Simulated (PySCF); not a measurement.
Results of a calculation; reference values are marked as such.
CH5Cl2F2NSi2(+)

CH5Cl2F2NSi2(+) is a small molecule (built as: C site whose three back bonds go to NHSiH3, F, F), charge +1, doublet. The structure, one conformer, was relaxed in the gas phase by PBE0-D3(BJ)/def2-SVP. No frequency run checks that it is a minimum.

SMILES: FC(F)(N[SiH3])[SiH](Cl)Cl (charge +1)

```csv
atom,x (Å),y (Å),z (Å)
C1,-1.111,0.041,-0.179
N2,-0.099,0.946,-0.250
Si3,1.106,1.425,1.061
F4,-2.082,0.202,-1.063
F5,-1.591,-0.173,1.031
Si6,-0.305,-1.859,-0.730
Cl7,1.119,-2.211,0.652
Cl8,0.398,-1.579,-2.596
H9,0.043,1.301,-1.200
H10,0.653,0.713,2.273
H11,0.968,2.902,1.103
H12,2.418,0.980,0.528
H13,-1.510,-2.707,-0.623
```

EPR values by unrestricted B3LYP, IGLO-III on C Cl F N Si, pcH-1 on H.

(1) Predict g and the largest hyperfine couplings. Where does the spin sit?

(2) How do the isotropic couplings move with BHandHLYP?

## Answers

(1) g = 2.0028, 2.0085, 2.0107. The spin sits on N2 (48 %, bonded to 1 C + 1 Si + 1 H) by Mulliken populations.
```
atom  isotope  isotropic (MHz)  dipolar, principal values (MHz)
  F4      19F            177.0            -122.9, -113.2, 236.1
  F5      19F            162.8            -113.9, -105.5, 219.5
 Si6     29Si            -87.3                -53.0, 25.6, 27.4
  C1      13C             80.2               -19.5, -17.7, 37.2
 H13       1H            108.5                  -4.0, -0.3, 4.3
 H11       1H             69.4                  -2.5, -0.8, 3.3
```

(2) F4 177.0 to 187.6 MHz, F5 162.8 to 171.7 MHz, Si6 -87.3 to -76.1 MHz, C1 80.2 to 64.2 MHz.

The 2 runs behind this took 8.8 min in all, one thread each of Arm Neoverse V1 on a shared host, launched as `OMP_NUM_THREADS=1 python cluster_run.py task.json out`.
